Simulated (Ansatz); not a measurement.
Mulliken charges of FGeH5OSi2, SMILES `F[Si@H]1[O][Ge@H]1[SiH3]` from ωB97M-V/def2-TZVPP in Ansatz (PBE0-D4/def2-TZVP geometry).

```tsv
atom	x (Å)	y (Å)	z (Å)	charge (e)
F1	-2.259	0.799	1.606	-0.292
Si2	-0.952	-0.060	1.889	0.593
O3	-0.681	-1.322	0.905	-0.487
Ge4	0.767	-0.143	0.423	0.104
Si5	0.543	0.369	-1.888	0.081
H6	-0.921	-0.287	3.349	-0.025
H7	2.083	-0.856	0.794	0.033
H8	-0.809	0.933	-2.119	0.002
H9	1.578	1.373	-2.249	-0.007
H10	0.736	-0.856	-2.706	-0.001
```

Question: By hand: the dipole of these point charges (1 e Å = 4.8032 D).

Answer: Σ q r = (0.629, 0.362, 0.058) e Å, of length 0.728 e Å = 3.50 D.

Question: How does the dipole of the full density compare? (Estimate.)

Answer: Ansatz gave: (0.364, 0.220, -0.020) e Å, 2.05 D; the point charges give 1.71 times that, at 7° from its direction.

Point charges leave out the atoms' own dipoles, such as those of lone pairs, and Mulliken's split depends on the basis, so the two needn't agree.
